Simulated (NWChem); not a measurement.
System: C$_{3}$H$_{9}$OSi, doublet; SMILES CO[Si](C)C

Parts of the log:

```
             Northwest Computational Chemistry Package (NWChem) 7.3.0
             --------------------------------------------------------

 C1  symmetry detected

                             Geometry "geometry" -> ""
                             -------------------------

 Output coordinates in angstroms (scale by  1.889725989 to convert to a.u.)

  No.       Tag          Charge          X              Y              Z
 ---- ---------------- ---------- -------------- -------------- --------------
    1 C                    6.0000     0.11840753     2.26885898    -0.02951183
    2 O                    8.0000     0.68983893     0.98665671    -0.16483959
    3 Si                  14.0000     0.00790925    -0.44529269     0.44022010
    4 C                    6.0000     1.12247243    -1.81828245    -0.22417267
    5 C                    6.0000    -1.76989448    -0.64786528    -0.20184810
    6 H                    1.0000     0.05781995     2.59330896     1.03549578
    7 H                    1.0000    -0.90901319     2.32867296    -0.46023691
    8 H                    1.0000     0.75422788     3.00064776    -0.57034081
    9 H                    1.0000     0.78563300    -2.80846453     0.14325308
   10 H                    1.0000     1.09320211    -1.82634129    -1.33526345
   11 H                    1.0000     2.17320920    -1.66760731     0.09295119
   12 H                    1.0000    -1.77754788    -0.63826753    -1.31402279
   13 H                    1.0000    -2.44136752     0.15776598     0.15694826
   14 H                    1.0000    -2.19151743    -1.61513847     0.14004656

 Effective nuclear repulsion energy (a.u.)     234.0409828009

                                 NWChem DFT Module
                                 -----------------

 Summary of "ao basis" -> "ao basis" (spherical)
 ------------------------------------------------------------------------------
       Tag                 Description            Shells   Functions and Types
 ---------------- ------------------------------  ------  ---------------------
 C                           6-31g*                  6       14   3s2p1d
 O                           6-31g*                  6       14   3s2p1d
 Si                          6-31g*                  8       18   4s3p1d
 H                           6-31g*                  2        2   2s

  itol2e modified to match energy
  convergence criterion.
  tol_rho modified to match energy
  convergence criterion.

            General Information
            -------------------
          SCF calculation type: DFT
          Wavefunction type:  spin polarized.
          No. of atoms     :    14
          No. of electrons :    49
           Alpha electrons :    25
            Beta electrons :    24
          Charge           :     0
          Spin multiplicity:     2
          Use of symmetry is: off; symmetry adaption is: off
          Maximum number of iterations: 150
          AO basis - number of functions:    92
                     number of shells:    50
          Convergence on energy requested:  1.00D-09
          Convergence on density requested:  1.00D-08
          Convergence on gradient requested:  1.00D-07

              XC Information
              --------------
                    Becke 1988 Exchange Functional  1.000
              Lee-Yang-Parr Correlation Functional  1.000

             Grid Information
             ----------------
          Grid used for XC integration:  medium
          Radial quadrature: Mura-Knowles
          Angular quadrature: Lebedev.
          Tag              B.-S. Rad. Rad. Pts. Rad. Cut. Ang. Pts.
          ---              ---------- --------- --------- ---------
          C                   0.70       49          12.0       434
          O                   0.60       49          10.0       434
          Si                  1.10       88          10.0       590
          H                   0.35       45          13.0       434
          Grid pruning is: on
          Number of quadrature shells:   689
          Spatial weights used:  Erf1

      Superposition of Atomic Density Guess
      -------------------------------------

 Sum of atomic energies:        -481.03651505

      Non-variational initial energy
      ------------------------------

 Total energy =    -483.511353
 1-e energy   =   -1124.630078
 2-e energy   =     407.077742
 HOMO         =      -0.119242
 LUMO         =       0.094599

   convergence    iter        energy       DeltaE   RMS-Dens  Diis-err
 ---------------- ----- ----------------- --------- --------- ---------
 d= 0,ls=0.0,diis     1   -484.2400430000 -7.18D+02  9.63D-03  1.73D-01
                                                     8.61D-03  1.70D-01
 d= 0,ls=0.0,diis     2   -484.0717768429  1.68D-01  6.99D-03  5.87D-01
                                                     6.65D-03  5.78D-01
 d= 0,ls=0.0,diis     3   -484.3039653958 -2.32D-01  1.84D-03  4.32D-02
                                                     1.61D-03  4.29D-02
 d= 0,ls=0.0,diis     4   -484.3183145096 -1.43D-02  6.78D-04  6.29D-03
                                                     6.30D-04  6.18D-03
 d= 0,ls=0.0,diis     5   -484.3213460587 -3.03D-03  2.27D-04  3.37D-04
                                                     1.81D-04  3.31D-04
 d= 0,ls=0.0,diis     6   -484.3215359097 -1.90D-04  4.03D-05  1.57D-05
                                                     3.68D-05  1.51D-05
 d= 0,ls=0.0,diis     7   -484.3215429081 -7.00D-06  1.37D-05  2.80D-06
                                                     1.48D-05  3.00D-06
 d= 0,ls=0.0,diis     8   -484.3215444760 -1.57D-06  4.54D-06  9.15D-08
                                                     3.07D-06  7.97D-08
 d= 0,ls=0.0,diis     9   -484.3215445217 -4.57D-08  1.46D-06  1.26D-08
                                                     1.30D-06  1.04D-08
 d= 0,ls=0.0,diis    10   -484.3215445273 -5.64D-09  4.87D-07  3.05D-09
                                                     4.65D-07  2.71D-09
 d= 0,ls=0.0,diis    11   -484.3215445288 -1.44D-09  2.24D-07  3.34D-10
                                                     1.63D-07  2.65D-10
 d= 0,ls=0.0,diis    12   -484.3215445289 -1.77D-10  6.84D-08  1.65D-11
                                                     5.34D-08  1.36D-11
 d= 0,ls=0.0,diis    13   -484.3215445289 -6.37D-12  1.54D-08  9.05D-13
                                                     1.27D-08  1.33D-12
 d= 0,ls=0.0,diis    14   -484.3215445289 -5.68D-13  3.58D-09  4.79D-14
                                                     3.34D-09  3.59D-14

         Total DFT energy =     -484.321544528943
      One electron energy =    -1129.740151175104
           Coulomb energy =      460.431716176732
    Exchange-Corr. energy =      -49.054092331455
 Nuclear repulsion energy =      234.040982800883

 Numeric. integr. density =       49.000017648122

                    DFT Final Alpha Molecular Orbital Analysis
                    ------------------------------------------

 Vector   23  Occ=1.000000D+00  E=-2.498322D-01
              MO Center=  2.3D-01,  8.9D-01, -1.7D-02, r^2= 3.1D+00
   Bfn.  Coefficient  Atom+Function         Bfn.  Coefficient  Atom+Function
  ----- ------------  ---------------      ----- ------------  ---------------
    19      0.437762   2 O  pz               23      0.305349   2 O  pz
    76     -0.199279   6 H  s                 5     -0.196656   1 C  pz
    63     -0.184107   5 C  px               35      0.182063   3 Si px
    75     -0.162258   6 H  s                17     -0.138250   2 O  px
    37      0.135368   3 Si pz               80      0.132052   8 H  s

 Vector   24  Occ=1.000000D+00  E=-2.278356D-01
              MO Center=  2.3D-01,  7.8D-01, -8.1D-02, r^2= 2.9D+00
   Bfn.  Coefficient  Atom+Function         Bfn.  Coefficient  Atom+Function
  ----- ------------  ---------------      ----- ------------  ---------------
    17      0.451645   2 O  px               21      0.325485   2 O  px
    19      0.216300   2 O  pz               78      0.216215   7 H  s
    63      0.184238   5 C  px               23      0.162108   2 O  pz
    77      0.153949   7 H  s                 3     -0.148954   1 C  px
    37      0.139401   3 Si pz               67      0.133839   5 C  px

[...]

                         DFT ENERGY GRADIENTS

    atom               coordinates                        gradient
                 x          y          z           x          y          z
   1 C       0.223758   4.287522  -0.055769    0.006842  -0.014928  -0.001592
   2 O       1.303607   1.864511  -0.311502   -0.005093   0.009101   0.000931
   3 Si      0.014946  -0.841481   0.831895   -0.000993  -0.004823  -0.004277
   4 C       2.121165  -3.436056  -0.423625   -0.004784   0.005164   0.003085
   5 C      -3.344616  -1.224288  -0.381438    0.007170   0.001112   0.002522
   6 H       0.109264   4.900643   1.956803   -0.000547   0.001451   0.003601
   7 H      -1.717786   4.400554  -0.869722   -0.003782   0.000558  -0.001362
   8 H       1.425284   5.670402  -1.077788    0.001774   0.003066  -0.001725
   9 H       1.484631  -5.307228   0.270709   -0.001538  -0.002831   0.001472
  10 H       2.065852  -3.451285  -2.523282   -0.000733   0.000871  -0.003398
  11 H       4.106770  -3.151321   0.175652    0.003467   0.001124   0.001303
  12 H      -3.359078  -1.206151  -2.483143    0.001069   0.000233  -0.003419
  13 H      -4.613516   0.298134   0.296589   -0.001967   0.003007   0.001533
  14 H      -4.141367  -3.052169   0.264650   -0.000884  -0.003106   0.001326
```

Level: BLYP/6-31G* (spherical d), spin-unrestricted. Coordinates come from a PBE-D3(BJ)/def2-SVP, spin-unrestricted optimisation. No frequency run checked for a minimum. No stability test was run on the SCF state.

Task: Write an input that gives this output.

Result: One answer among several that fit: the input that was run:
```
start job
memory heap 200 mb stack 900 mb global 1100 mb
geometry units angstroms noautoz
  C     -0.345565     2.240155    -0.319345
  O      0.544800     1.149518    -0.237790
  Si     0.117635    -0.412150     0.272433
  C      1.669113    -1.448312    -0.024306
  C     -1.338659    -1.064636    -0.760690
  H     -0.744982     2.534087     0.679279
  H     -1.216986     2.034172    -0.984846
  H      0.198571     3.113277    -0.736301
  H      1.512366    -2.493220     0.311135
  H      1.916208    -1.459626    -1.107939
  H      2.537345    -1.032548     0.523993
  H     -1.075493    -1.053306    -1.841291
  H     -2.257774    -0.461047    -0.620831
  H     -1.574287    -2.109215    -0.471537
end
basis spherical
  * library 6-31g*
end
dft
  odft
  mult 2
  xc becke88 lyp
  iterations 150
  convergence energy 1d-9 density 1d-8 gradient 1d-7
  tolerances tight
end
task dft gradient
```
